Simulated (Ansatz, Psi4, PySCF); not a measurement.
System: C$_{5}$H$_{9}$O, charge 0, multiplicity 2. SMILES: [CH2]C(=O)CCC
Geometry from a B3LYP-D3(BJ)/def2-TZVP (Ansatz, a first-principles code) optimisation:
```
C
H 1 1.0966
H 1 1.0966 2 105.15
C 1 1.5204 2 108.01 3 -115.15
O 4 1.2317 1 121.83 2 -123.37
C 4 1.4356 5 120.38 1 -180.00
H 6 1.0812 4 118.80 5 0.00
H 6 1.0822 7 119.35 4 180.00
C 1 1.5216 2 110.55 3 119.34
H 9 1.0921 1 109.06 2 179.44
H 9 1.0921 10 105.63 1 117.09
C 9 1.5256 10 110.22 11 119.05
H 12 1.0912 9 111.17 10 -58.11
H 12 1.0930 13 107.66 9 122.17
H 12 1.0930 13 107.66 14 115.67
```
Charge 0, spin multiplicity 2.

Wanted: size of the dipole moment, in D. Terms: 6-311+G** with 5d; UHF or UKS for open shells; six Cartesian d functions in 6-31G* and its kin unless marked 5d; non-relativistic; spin-orbit terms left out; dispersion terms only where a functional's name holds one. Ab initio and DFT rows: single points at B3LYP-D3(BJ) geometries (Ansatz).

```tsv
level	program	size of the dipole moment (D)
SVWN5/6-31G*	Ansatz	2.64
PBE/STO-3G	Ansatz	1.64
PBE/3-21G	Ansatz	2.40
PBE/6-31G*	Ansatz	2.56
PBE/6-311+G**	Ansatz	2.85
BP86/6-31G* (5d)	PySCF	2.57
B3LYP/6-31G*	Ansatz	2.68
B3LYP/6-31+G*	Ansatz	2.98
B3LYP/6-31G**	Ansatz	2.68
B3LYP/def2-SVP	Ansatz	2.67
B3LYP/cc-pVDZ	Ansatz	2.56
M06-2X/6-31G* (5d)	PySCF	2.81
wB97X-D/6-311+G**	Psi4	3.03
```

No value to compare with is used here. The 13 habitual levels span 1.64 (PBE/STO-3G) to 3.03 D (wB97X-D/6-311+G**).

The levels are drawn from those run, B3LYP/6-31G* more often than the rest, none by its result; left out are runs that failed, that the program found above a lower state of the same kind, or whose <S^2> lies over 0.5 above the pure value.
